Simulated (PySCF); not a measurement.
Species: C7H14S.
Atom-mapped SMILES: `[CH3:1][S:2][C@@H:3]1[CH2:4][C@@H:5]1[CH:6]([CH3:7])[CH3:8]` (hydrogens: H9, H10, H11 on C1; H12 on C3; H13, H14 on C4; H15 on C5; H16 on C6; H17, H18, H19 on C7; H20, H21, H22 on C8)

Method used: PBE0-D3(BJ)/def2-SVP geometry optimisation, gas phase (PySCF).

(1) What internal coordinates does the optimisation give?

## Answers

(1) 
```csv
bond,length (pm),order
C1–S2,180.5,single
S2–C3,178.4,single
C3–C4,150.7,single
C4–C5,149.7,single
C5–C6,151.4,single
C6–C7,152.4,single
C6–C8,152.5,single
C3–C5,150.5,single
"C1–H9, C1–H10, C1–H11",110.0,single
C3–H12,109.6,single
C4–H13,109.3,single
C4–H14,109.5,single
C5–H15,109.7,single
C6–H16,110.3,single
"C7–H17, C7–H18, C7–H19",110.2,single
"C8–H20, C8–H21, C8–H22",110.2,single
```

Bonds in one row agree within 1 pm and their mean is given. Orders are formal, as drawn. A selection of angles:
```csv
angle,degrees
S2–C1–H9,107.2
S2–C1–H10,110.9
H9–C1–H10,109.0
C1–S2–C3,99.4
S2–C3–C4,120.5
S2–C3–C5,119.8
S2–C3–H12,113.8
C4–C3–C5,59.6
C4–C3–H12,116.7
C5–C3–H12,116.0
C3–C4–C5,60.1
C3–C4–H13,118.3
C3–C4–H14,116.6
C5–C4–H13,119.6
C5–C4–H14,116.7
H13–C4–H14,114.8
C4–C5–C6,121.3
C4–C5–H15,115.9
C6–C5–H15,113.2
C3–C5–C4,60.2
C3–C5–C6,122.6
C3–C5–H15,113.8
C5–C6–C7,110.3
C5–C6–C8,110.7
C5–C6–H16,107.3
C7–C6–C8,111.9
C7–C6–H16,108.4
C8–C6–H16,108.0
C6–C7–H17,111.3
H17–C7–H18,108.0
C6–C8–H20,111.3
H20–C8–H21,107.9
```

Dihedral angles: C1–S2–C3–C4 -74° (synclinal); S2–C3–C4–C5 -109° (anticlinal); C3–C4–C5–C6 112° (anticlinal); C4–C5–C6–C7 83° (synclinal); S2–C3–C5–C4 110° (anticlinal).

The 3-membered ring C3–C4–C5 has internal angles of 59.6° to 60.2°. The C–S distances run from 1.784 Å (S2–C3, drawn single) to 1.805 Å (C1–S2, drawn single), a spread of 0.021 Å. Of the pairs four or more bonds apart, S2···H16 is among the closest relative to their van der Waals radii: 2.79 Å, 93 % of the sum of Bondi's values. The 6 C–C bonds span 1.497 Å (C4–C5, drawn single) to 1.525 Å (C6–C8, drawn single), a spread of 0.028 Å.

Point group: C1 (no symmetry element, even within 0.4 Å). Stationary, but not proved a minimum. The numbers are those of one conformer.
